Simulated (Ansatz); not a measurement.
Basis-set series for CH2ClNSSi, SMILES `N=C1S[SiH]1Cl`. The species carries charge 0 and has multiplicity 1. The geometry is a stationary point of PBE0-D4/def2-TZVP. It is one conformer, not always the lowest.

| functional | basis | functions | energy (Eh) | HOMO (eV) | LUMO (eV) |
| --- | --- | --- | --- | --- | --- |
| PBE0-D4 | def2-SVP | 92 | -1241.02565 | -7.15 | -1.17 |
| PBE0-D4 | def2-QZVPP | 384 | -1241.57740 | -7.29 | -1.49 |
| ωB97M-V | def2-SVP | 92 | -1241.44551 | -9.22 | 1.07 |
| ωB97M-V | def2-QZVPP | 384 | -1241.99477 | -9.41 | 0.57 |

Task: Give the rows for def2-TZVPP. (Estimate.)

Result: Ansatz gave: 
| functional | basis | functions | energy (Eh) | HOMO (eV) | LUMO (eV) |
| --- | --- | --- | --- | --- | --- |
| PBE0-D4 | def2-TZVPP | 216 | -1241.53712 | -7.26 | -1.42 |
| ωB97M-V | def2-TZVPP | 216 | -1241.95687 | -9.37 | 0.71 |

Positive LUMOs are unbound and depend on the basis.
